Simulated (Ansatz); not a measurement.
`C[SiH](F)BN` + H–F → `C[SiH](F)F` + `BN` at 400 K and 1 bar (cleavage of the Si–B bond).

Gas-phase electronic energies from Ansatz, PBE0-D4/def2-TZVP geometries. CCSD(T)/CBS is the MP2 limit (def2-TZVPP, def2-QZVPP) plus CCSD(T) − MP2 in def2-TZVPP, frozen cores. This one scheme is used for every species. One conformer a species, not always the lowest.

```tsv
species	CCSD(T)/CBS energy (Eh)	H − E (kJ/mol)	S (J/(mol·K))
`C[SiH](F)BN`	-510.74878	269.8	390.5
H–F	-100.39570	36.5	182.2
`C[SiH](F)F`	-529.27654	160.8	332.8
`BN`	-81.93499	142.5	243.5
```

H − E and S are ideal-gas, rigid-rotor, harmonic terms from PBE0-D4/def2-TZVP, for one conformer and one mirror image of each species. 1 Eh = 2625.50 kJ/mol, R = 8.31446 J/(mol·K).

Task: By hand: ΔE, ΔH, ΔS and ΔG.

Result: ΔE = (-529.27654) + (-81.93499) − (-510.74878) − (-100.39570) = -0.06705 Eh = -176.0 kJ/mol. Δ(H − E) = 160.8 + 142.5 − 269.8 − 36.5 = -3.0, so ΔH = -179.0 kJ/mol. ΔS = 332.8 + 243.5 − 390.5 − 182.2 = 3.6 J/(mol·K). ΔG = -179.0 − 400 × (3.6)/1000 = -180.4 kJ/mol.

Task: By hand: the equilibrium constant, and the temperature at which ΔG would vanish if ΔH and ΔS stayed fixed.

Result: log₁₀ K = −ΔG/(RT ln 10) = 23.6. ΔH and −TΔS have one sign here, so there is no such temperature. One of them is within its doubt of zero, so this could turn.

The number of gas molecules stays the same, so ΔS is small and ΔH decides. A doubt of 5 kJ/mol in ΔE shifts log₁₀ K by 0.7 here. Other conformers and mirror images would add mixing entropy, several J/(mol·K) or more a flexible species. These are equilibria of isolated gas molecules and say nothing of rates. Largest T1 diagnostic: 0.012 (customary marks: 0.02 for closed shells, 0.045 for open ones).
